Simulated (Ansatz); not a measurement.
Ansatz results at the PBE0-D4/def2-TZVP geometry: size of the dipole moment (PBE/def2-TZVPP) 1.20 D; ideal-gas entropy at 298 K and 1 bar (rigid rotor, harmonic PBE0-D4/def2-TZVP) 193 J/(mol·K); zero-point energy (PBE0-D4/def2-TZVP) 8.8 kJ/mol.

(1) Which molecule gave them?
A. `[SH][Ga][Br]`•
B. `[CH2]B(C)F`•
C. `[O][Si](O)(O)Cl`•
D. `[MgH]`•

Answers

(1) D. The others give `[SH][Ga][Br]`•: 0.81, 331, 25.6; `[O][Si](O)(O)Cl`•: 2.82, 343, 87.8; `[CH2]B(C)F`•: 1.42, 314, 175.8.
